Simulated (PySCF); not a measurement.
# Telling isomers of C₆H₁₂OSi apart by NMR

Calculated, not measured (PySCF): GIAO PBE0/pcSseg-1 shieldings, geometry: GFN2-xTB. One conformer, equivalent nuclei averaged, in vacuum, non-relativistic Hamiltonian.

Chemical shifts δ = σref − σ; ¹H (σref 31.72) and ¹³C (σref 186.93) against TMS, all at this level. Where no couplings were computed, multiplicities follow the n + 1 count of equivalent neighbours, and m marks all less simple cases (inequivalent or close neighbours, rings, F or P nearby). Shifts are as computed. Against solution values, carbons near 30 ppm lie about +3 ppm off and those near 130 ppm about +5 ppm. Of 1211 compounds with measured shifts, 218 miss one by over three times the rms of a fit or turn the order of signals round; such compounds aren't used in these exercises.

(1) Tabulate the signals of `CC(=O)/C=C/[SiH](C)C`, `CCC1=C[SiH2]CCO1` and their relative energies.

(2) What is the quickest way to tell CC(=O)/C=C/[SiH](C)C from CCC1=C[SiH2]CCO1?

Answers

(1) 
```json
{"SMILES": "CC(=O)/C=C/[SiH](C)C", "carbon types": "1×C 2×CH 3×CH3", "δC": "197.3, 155.8, 146.4, 33.7, -4.3", "δH": "7.79 (m, 1H), 6.66 (d, 1H), 4.77 (m, 1H), 2.22 (s, 3H), 0.25 (d, 6H)", "E rel. (kcal/mol)": "0.0"}
{"SMILES": "CCC1=C[SiH2]CCO1", "carbon types": "1×C 1×CH 3×CH2 1×CH3", "δC": "184.7, 84.1, 68.7, 38.4, 17.5, 7.6", "δH": "4.41 (m, 2H), 4.37 (m, 1H), 4.37 (m, 2H), 2.11 (q, 2H), 1.16 (t, 3H), 0.88 (m, 2H)", "E rel. (kcal/mol)": "8.2"}
```

Energies are electronic energies at PBE0/pcSseg-1 on these geometries, without zero-point or thermal terms, each for the one conformer computed, which needn't be the lowest.

(2) Count the carbon signals: 5 against 6. The first has a β carbon of a C=C–C=O unit (CH) at 155.8 ppm, the second a β carbon of an enol-ether or enamine type C=C (CH) at 84.1 ppm. Their most deshielded carbons lie at 197.3 and 184.7 ppm. In the proton spectra the most deshielded non-exchanging signals are 7.79 (m, 1H) and 4.41 (m, 2H).
